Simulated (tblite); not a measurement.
Record of a relaxation.

Compound: C5H14AlAs.
Atom-mapped SMILES: `[CH2:1]=[CH:2][C@@H:3]([CH2:4][CH3:5])[AsH2+:6][AlH3-:7]` (hydrogens: H8, H9 on C1; H10 on C2; H11 on C3; H12, H13 on C4; H14, H15, H16 on C5; H17, H18 on As6; H19, H20, H21 on Al7)
Bond orders are those of one Lewis drawing.

Computed with GFN2-xTB (tblite), gas phase: L-BFGS steps from a force-field or distance-geometry start until the largest atomic force falls under 0.01 eV/Å. 8 of its 173 geometries are shown.

Step 0: E = -577.3181 eV, largest atomic force 2.500 eV/Å
```
atom  x, y, z in Å  |  force x, y, z in eV/Å
C1      1.621    1.934    0.661   -0.297  -0.433   0.317
C2      1.024    0.746    0.781    0.398   0.473   0.291
C3      0.447    0.018   -0.394    0.185  -0.204  -0.228
C4      0.135   -1.446   -0.088   -0.212  -0.448   0.611
C5      1.409   -2.278    0.119    0.170  -0.070  -0.020
As6    -1.226    0.938   -0.988   -0.174   0.021   0.429
Al7    -2.588    0.876    1.047   -1.359   0.024   2.098
H8      1.683    2.431   -0.301    0.111   0.020   0.125
H9      2.038    2.429    1.532   -0.072  -0.026  -0.365
H10     0.993    0.281    1.779   -0.183   0.105  -0.677
H11     1.154    0.060   -1.247   -0.068   0.015   0.242
H12    -0.495   -1.535    0.836    0.319   0.277  -0.598
H13    -0.442   -1.896   -0.912    0.034   0.120   0.018
H14     1.146   -3.337    0.299    0.192   0.608  -0.035
H15     1.990   -1.893    0.981   -0.328  -0.288  -0.560
H16     2.038   -2.228   -0.790   -0.227  -0.042   0.506
H17    -0.641    2.337   -1.386   -0.192  -1.013  -0.546
H18    -1.653   -0.003   -2.162    0.675   0.878  -0.007
H19    -3.097   -0.617    1.303    0.385  -0.012  -0.561
H20    -3.838    1.849    0.888    0.301   0.019  -0.485
H21    -1.709    1.352    2.299    0.342  -0.024  -0.555
```

Step 25: E = -578.1941 eV, largest atomic force 0.100 eV/Å
```
atom  x, y, z in Å  |  force x, y, z in eV/Å
C1      1.641    1.921    0.657    0.030  -0.007  -0.011
C2      1.036    0.749    0.761   -0.029  -0.015  -0.003
C3      0.436    0.016   -0.395    0.075  -0.061   0.024
C4      0.144   -1.452   -0.082    0.021   0.013  -0.026
C5      1.413   -2.275    0.123   -0.035   0.012   0.005
As6    -1.288    0.912   -0.857   -0.060   0.024  -0.009
Al7    -2.773    0.867    1.303    0.002   0.003   0.004
H8      1.770    2.406   -0.301    0.004  -0.003  -0.021
H9      2.045    2.433    1.511    0.023   0.010   0.022
H10     0.920    0.281    1.730   -0.026   0.014   0.030
H11     1.100    0.094   -1.265    0.011  -0.015  -0.022
H12    -0.481   -1.498    0.820    0.008   0.001  -0.033
H13    -0.432   -1.886   -0.911    0.001   0.013   0.027
H14     1.157   -3.312    0.327    0.013  -0.008   0.008
H15     1.992   -1.893    0.961    0.001   0.021  -0.004
H16     2.040   -2.246   -0.767   -0.024   0.021   0.008
H17    -0.676    2.103   -1.530   -0.013  -0.008   0.018
H18    -1.460    0.231   -2.190   -0.008   0.011   0.014
H19    -3.060   -0.679    1.214    0.002   0.004  -0.012
H20    -3.885    1.886    0.870    0.013  -0.020   0.002
H21    -1.645    1.359    2.280   -0.009  -0.009  -0.018
```

Step 49: E = -578.2163 eV, largest atomic force 0.096 eV/Å
```
atom  x, y, z in Å  |  force x, y, z in eV/Å
C1      1.863    1.783    0.600   -0.012   0.012  -0.024
C2      0.984    0.803    0.727    0.001   0.019   0.020
C3      0.397    0.048   -0.416   -0.024   0.036  -0.003
C4      0.132   -1.420   -0.084    0.010   0.016   0.009
C5      1.425   -2.185    0.163    0.010  -0.021   0.014
As6    -1.358    0.925   -0.834    0.068   0.037  -0.056
Al7    -2.845    0.754    1.302   -0.024  -0.031   0.014
H8      2.254    2.068   -0.366    0.010  -0.001   0.000
H9      2.229    2.338    1.446    0.026  -0.034   0.002
H10     0.601    0.534    1.705    0.015  -0.014  -0.012
H11     1.049    0.134   -1.295   -0.017  -0.017   0.008
H12    -0.503   -1.474    0.809   -0.013   0.059  -0.018
H13    -0.417   -1.889   -0.912   -0.003   0.030   0.012
H14     1.203   -3.202    0.476    0.038  -0.043  -0.025
H15     2.012   -1.704    0.942   -0.013   0.010   0.002
H16     2.028   -2.221   -0.743    0.001  -0.010   0.012
H17    -0.767    2.182   -1.404   -0.027  -0.049   0.012
H18    -1.496    0.338   -2.212   -0.018   0.002   0.000
H19    -3.085   -0.793    1.114   -0.008   0.009   0.017
H20    -3.999    1.758    0.966    0.007  -0.011  -0.024
H21    -1.715    1.240    2.276   -0.028  -0.001   0.038
```

Step 74: E = -578.2331 eV, largest atomic force 0.047 eV/Å
```
atom  x, y, z in Å  |  force x, y, z in eV/Å
C1      2.066    1.659    0.554   -0.019   0.010  -0.002
C2      1.012    0.870    0.670   -0.003   0.008   0.003
C3      0.385    0.109   -0.447   -0.006  -0.012  -0.009
C4      0.121   -1.350   -0.068    0.005  -0.003   0.005
C5      1.417   -2.105    0.197    0.001  -0.001   0.019
As6    -1.394    0.958   -0.799    0.026   0.004  -0.024
Al7    -2.934    0.626    1.304    0.004   0.036   0.011
H8      2.587    1.785   -0.382   -0.016  -0.012  -0.031
H9      2.458    2.209    1.392    0.028  -0.003   0.031
H10     0.513    0.752    1.629    0.018   0.019  -0.009
H11     1.011    0.157   -1.345    0.004   0.046   0.007
H12    -0.513   -1.363    0.829    0.002  -0.018  -0.004
H13    -0.433   -1.842   -0.879   -0.012   0.018   0.014
H14     1.211   -3.126    0.510   -0.014  -0.014  -0.005
H15     1.982   -1.609    0.983    0.025  -0.010   0.018
H16     2.034   -2.138   -0.699   -0.016   0.011   0.001
H17    -0.868    2.239   -1.375    0.009  -0.025   0.002
H18    -1.562    0.384   -2.177   -0.026   0.003   0.017
H19    -3.127   -0.916    1.078   -0.009  -0.027  -0.025
H20    -4.080    1.618    0.898   -0.003  -0.015   0.003
H21    -1.895    1.100    2.385    0.004  -0.014  -0.021
```

Step 98: E = -578.2506 eV, largest atomic force 0.062 eV/Å
```
atom  x, y, z in Å  |  force x, y, z in eV/Å
C1      2.236    1.595    0.491    0.008   0.025  -0.014
C2      1.098    0.947    0.671    0.053   0.017   0.006
C3      0.391    0.193   -0.402   -0.042   0.018   0.004
C4      0.097   -1.251    0.013   -0.012  -0.020  -0.020
C5      1.375   -2.052    0.238   -0.007   0.011   0.010
As6    -1.367    1.099   -0.716   -0.050  -0.036   0.008
Al7    -3.016    0.485    1.226   -0.003  -0.054  -0.020
H8      2.734    1.597   -0.466    0.009   0.013  -0.001
H9      2.724    2.140    1.281   -0.014  -0.006   0.029
H10     0.609    0.934    1.641    0.002   0.009  -0.017
H11     0.987    0.207   -1.324   -0.024  -0.014   0.018
H12    -0.510   -1.249    0.930    0.019   0.049  -0.024
H13    -0.499   -1.725   -0.776   -0.021  -0.042  -0.020
H14     1.143   -3.095    0.444   -0.008   0.022   0.010
H15     1.933   -1.647    1.079    0.008   0.006   0.005
H16     2.014   -2.010   -0.643   -0.032  -0.007   0.000
H17    -0.859    2.247   -1.541    0.049  -0.008   0.020
H18    -1.710    0.340   -1.959   -0.003  -0.016   0.004
H19    -3.166   -1.020    0.774    0.030   0.033  -0.020
H20    -4.214    1.447    0.922    0.016   0.022  -0.010
H21    -2.008    0.836    2.376    0.022  -0.021   0.031
```

Step 123: E = -578.2723 eV, largest atomic force 0.039 eV/Å
```
atom  x, y, z in Å  |  force x, y, z in eV/Å
C1      2.237    1.628    0.464    0.015   0.013  -0.011
C2      1.103    0.974    0.647    0.023   0.006  -0.009
C3      0.375    0.208   -0.406   -0.002   0.013   0.005
C4      0.052   -1.215    0.056   -0.004  -0.001   0.010
C5      1.316   -2.035    0.287    0.001  -0.001   0.010
As6    -1.348    1.168   -0.725   -0.002  -0.022  -0.021
Al7    -2.929    0.378    1.180    0.012  -0.011   0.021
H8      2.740    1.640   -0.491   -0.011  -0.011   0.017
H9      2.716    2.170    1.263   -0.007   0.005  -0.024
H10     0.621    0.973    1.621   -0.006  -0.011  -0.002
H11     0.962    0.180   -1.332    0.012   0.007   0.010
H12    -0.531   -1.159    0.986   -0.025   0.013   0.000
H13    -0.572   -1.708   -0.699    0.004   0.012  -0.014
H14     1.065   -3.044    0.604   -0.016  -0.009  -0.011
H15     1.933   -1.577    1.057    0.006   0.021   0.000
H16     1.902   -2.096   -0.628   -0.004  -0.007   0.005
H17    -0.784    2.254   -1.597    0.023   0.014   0.012
H18    -1.751    0.376   -1.929    0.011  -0.001   0.012
H19    -3.095   -1.014    0.454   -0.022  -0.011   0.021
H20    -4.086    1.424    1.050   -0.006  -0.003   0.004
H21    -1.936    0.493    2.396   -0.002  -0.016  -0.035
```

Step 147: E = -578.2769 eV, largest atomic force 0.024 eV/Å
```
atom  x, y, z in Å  |  force x, y, z in eV/Å
C1      2.238    1.643    0.450    0.000  -0.011   0.002
C2      1.106    0.988    0.643    0.018   0.000   0.000
C3      0.380    0.215   -0.406    0.001   0.005   0.000
C4      0.041   -1.204    0.052    0.004  -0.005   0.002
C5      1.292   -2.034    0.309    0.006  -0.004   0.009
As6    -1.345    1.162   -0.736   -0.010   0.019  -0.010
Al7    -2.914    0.333    1.179   -0.011   0.010   0.002
H8      2.741    1.638   -0.504   -0.004   0.001  -0.006
H9      2.719    2.196    1.239   -0.005   0.006  -0.004
H10     0.624    0.996    1.617   -0.007  -0.010  -0.002
H11     0.975    0.182   -1.327   -0.004   0.004  -0.007
H12    -0.565   -1.143    0.969    0.004   0.003  -0.001
H13    -0.571   -1.692   -0.717   -0.001   0.003  -0.002
H14     1.028   -3.028    0.661   -0.009  -0.004  -0.008
H15     1.917   -1.556    1.059    0.003   0.001   0.008
H16     1.875   -2.135   -0.606   -0.002   0.001   0.010
H17    -0.773    2.284   -1.559   -0.002  -0.008   0.010
H18    -1.704    0.398   -1.972    0.002   0.002  -0.005
H19    -3.135   -1.047    0.448    0.010  -0.003   0.000
H20    -4.055    1.402    1.099    0.003  -0.005  -0.001
H21    -1.884    0.418    2.363    0.003  -0.005   0.003
```

Step 172: E = -578.2780 eV, largest atomic force 0.008 eV/Å
```
atom  x, y, z in Å  |  force x, y, z in eV/Å
C1      2.233    1.659    0.428    0.000  -0.003   0.001
C2      1.118    0.981    0.635    0.000  -0.002   0.001
C3      0.384    0.212   -0.410   -0.005   0.001  -0.001
C4      0.034   -1.204    0.050    0.001  -0.001  -0.001
C5      1.276   -2.041    0.330    0.002   0.002   0.001
As6    -1.339    1.170   -0.734    0.004   0.004   0.001
Al7    -2.903    0.320    1.180    0.007   0.002   0.003
H8      2.716    1.675   -0.537    0.000   0.000  -0.002
H9      2.719    2.213    1.213    0.001   0.001  -0.001
H10     0.652    0.968    1.617    0.002   0.000   0.003
H11     0.973    0.178   -1.335   -0.002  -0.002   0.001
H12    -0.583   -1.135    0.958    0.003  -0.004  -0.001
H13    -0.569   -1.693   -0.726    0.001   0.002  -0.002
H14     0.997   -3.043    0.648    0.000   0.003   0.000
H15     1.876   -1.583    1.113    0.000   0.002   0.001
H16     1.889   -2.123   -0.566   -0.001  -0.001   0.002
H17    -0.755    2.303   -1.533   -0.003  -0.003   0.003
H18    -1.691    0.429   -1.985   -0.001  -0.001  -0.003
H19    -3.112   -1.059    0.442    0.000   0.001  -0.001
H20    -4.051    1.380    1.105   -0.007   0.003  -0.002
H21    -1.873    0.409    2.364    0.000  -0.003  -0.002
```

Q: Summarise the path.

A: The energy falls by 92.62 kJ/mol from step 0 to step 172; nine tenths of that is first reached at step 9. It rises by more than 0.2 meV at step 54. The largest force goes from 2.500 to 0.008 eV/Å. Among the bonds As6–Al7 changes most, from 2.450 to 2.614 Å; the atoms move by 0.598 Å rms after alignment.

What follows is the cost of the whole relaxation. The run took 2.7 s on one thread, Arm Neoverse N1 (aarch64), on a shared host.
